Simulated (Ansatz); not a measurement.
`Cl[SiH2]C1BN1` and `B1CN1` differ in one atom or group.

Ansatz, PBE0-D4/def2-TZVP geometries, multiplicity 1. Each molecule was computed in one conformer, which needn't be the lowest.

| property | `Cl[SiH2]C1BN1` |
| --- | --- |
| HOMO energy (B3LYP/def2-TZVPP) / eV | -7.39 |
| LUMO energy (PBE/def2-TZVPP) / eV | -1.37 |
| HOMO–LUMO gap (ωB97M-V/def2-TZVPP) / eV | 11.27 |
| LUMO energy (ωB97M-V/def2-TZVPP) / eV | 1.42 |
| HOMO energy (PBE0/def2-TZVPP) / eV | -7.61 |
| HOMO–LUMO gap (PBE0/def2-TZVPP) / eV | 7.20 |

(1) What does the change do to each property? (An estimate is asked.)

## Answers

(1) Computed: 
```json
{"property": "HOMO energy (B3LYP/def2-TZVPP) / eV", "`B1CN1`": "-7.48", "shift": "-0.09"}
{"property": "LUMO energy (PBE/def2-TZVPP) / eV", "`B1CN1`": "-0.76", "shift": "0.61"}
{"property": "HOMO–LUMO gap (ωB97M-V/def2-TZVPP) / eV", "`B1CN1`": "12.09", "shift": "0.82"}
{"property": "LUMO energy (ωB97M-V/def2-TZVPP) / eV", "`B1CN1`": "2.04", "shift": "0.62"}
{"property": "HOMO energy (PBE0/def2-TZVPP) / eV", "`B1CN1`": "-7.71", "shift": "-0.10"}
{"property": "HOMO–LUMO gap (PBE0/def2-TZVPP) / eV", "`B1CN1`": "7.94", "shift": "0.74"}
```

With PBE0 the HOMO falls by 0.10 eV and the LUMO rises by 0.63 eV, so the gap widens by about 0.73 eV. PBE moves the HOMO by -0.05 eV and ωB97M-V by -0.20 eV.

B3LYP here is the variant with VWN-RPA as its local correlation; programs differ in this.
